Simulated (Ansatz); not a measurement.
Reaction (redistribution): `[NH2][Sn][SH]` + `CSC[SiH2]O` → `C[S][Sn][NH2]` + `O[SiH2]CS`

Computed with Ansatz on PBE0-D4/def2-TZVP structures; ΔE is electronic, products minus reactants. CCSD(T)/CBS adds triple-zeta CCSD(T) − MP2 to the extrapolated MP2 energy (def2 sets, frozen cores). DFT in def2-TZVPP. def2 core potentials past Kr. For Sn outer-core shells are correlated without core-valence functions, which leaves a few kJ/mol of doubt a bond. Each species was taken in one conformer, which may not be the lowest.

| level | ΔE (kJ/mol) | difference from CCSD(T)/CBS |
| --- | --- | --- |
| PBE-D4 | 16.8 | 0.2 |
| BLYP-D4 | 15.2 | -1.4 |
| r2SCAN-D4 | 18.2 | 1.6 |
| ωB97M-V | 18.0 | 1.4 |
| PBE | 17.1 | 0.5 |
| PBE0 | 18.3 | 1.7 |
| r2SCAN0 | 18.7 | 2.1 |
| BHLYP | 18.0 | 1.4 |
| CAM-B3LYP | 17.9 | 1.3 |
| RPA@PBE/def2-TZVPP | 14.9 | -1.7 |
| HF/def2-SVP | 18.3 | 1.7 |
| CCSD/def2-SVP | 16.2 | -0.4 |
| HF/def2-QZVPP | 19.1 | 2.5 |
| MP2/def2-QZVPP | 17.0 | 0.4 |
| SCS-MP2/def2-QZVPP | 16.8 | 0.2 |
| HF/CBS(def2) | 19.1 | 2.5 |
| CCSD(T)/CBS | 16.6 | 0 |

Largest T1 diagnostic among the species: 0.016.

Leaving LDA and LC-ωPBE aside and taking each functional with its dispersion term where it has one, the values, not all of them listed here, spread over 3.6 kJ/mol, from BLYP-D4 to r2SCAN0-D4.
